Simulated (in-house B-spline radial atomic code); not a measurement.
## Ionising Ni XII (Ni11+) with different functionals

Computed with an all-electron radial atomic-structure program (B-spline basis): scalar-relativistic (spin-free X2C) Hamiltonian, Fermi nucleus of rms radius 3.7757 fm, spin-polarised at highest spin, spherical fractional occupations for the functionals. The ionisation energy is the difference of two self-consistent energies, [Ne] 3s2 3p5 → [Ne] 3s2 3p4, without Breit or QED terms; ε is the level of the shell that loses the electron (its least bound occupied spin orbital).

Hybrids are left out here: with spherical fractional occupations of an open shell their exact exchange keeps a self-interaction that integer-occupation calculations don't have.

```tsv
method	rung	ΔSCF (eV)	-ε(3p) (eV)
PBEsol	GGA	352.04	336.08
PBE	GGA	?	?
BP86	GGA	352.44	336.45
r2SCAN	meta-GGA	?	?
```

Task: What does r2SCAN give?

Result: ΔSCF 352.41 eV, and -ε(3p) = 336.95 eV.

Task: What does PBE give?

Result: ΔSCF 352.20 eV, and -ε(3p) = 336.27 eV.

Task: Among the functionals, which spreads more, the ΔSCF values or the orbital energies?

Result: The orbital energies: ΔSCF values span about 0.40 eV and the orbital energies 0.86 eV.

Task: How do they compare with the NIST value?

Result: NIST lists 351.6 eV ± 0.3 (semi-empirical, ground level to ground level). Errors run from +0.44 to +0.84 eV; PBEsol is closest (+0.44 eV), though others lie within the uncertainty of it, and part of that can be cancellation, since the calculations leave out spin-orbit coupling, Breit-QED terms, multiplet and fine-structure energies.
